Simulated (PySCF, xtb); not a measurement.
CuHO, SMILES [OH][Cu], multiplicity 1.

GFN2-xTB in xtb at its own geometry gives an orbital gap of 4.55 eV and a dipole moment of 4.68 D.

Coordinates come from a r2SCAN-D4/def2-TZVP optimisation. The spin state was assumed, not searched.

Problem. What does CAM-B3LYP/def2-TZVPD run with PySCF give? (An estimate is asked for; the answer gives what the named calculation found.)

Solution. gap 6.51 eV (levels -8.35 and -1.84 eV), dipole 4.21 D.
